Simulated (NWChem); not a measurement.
Molecule: C$_{2}$H$_{6}$BCl; SMILES CCBCl

```xyz
10

B     -0.5082    -0.1579    -0.0918
H     -1.6590    -0.0523    -0.4453
Cl     0.0240    -1.7839     0.3074
C      0.4843     1.0425    -0.0475
C     -0.1389     2.4280     0.0947
H      1.0085     0.9657    -1.0255
H      1.2796     0.8680     0.6969
H     -0.6222     2.5513     1.0765
H     -0.9113     2.6030    -0.6702
H      0.6112     3.2276    -0.0021
```
Atoms are numbered in this order, from 1.

All runs use the structure optimised with PBE0/def2-SVP.

Task: Give the principal values of the shielding tensors (ppm) of B1, Cl3, C4, C5 from B3LYP/6-31G* (spherical d), GIAO (NWChem), with their diamagnetic and paramagnetic parts as GIAO splits them.

Result: 
| atom | σ11 | σ22 | σ33 | isotropic | diamagnetic | paramagnetic |
|---|---|---|---|---|---|---|
| B1 | -20.6 | 30.9 | 106.7 | 39.0 | 196.7 | -157.7 |
| Cl3 | 372.1 | 675.2 | 1029.4 | 692.3 | 1147.7 | -455.5 |
| C4 | 145.5 | 168.5 | 178.4 | 164.1 | 246.4 | -82.2 |
| C5 | 168.3 | 178.0 | 188.1 | 178.1 | 248.6 | -70.5 |
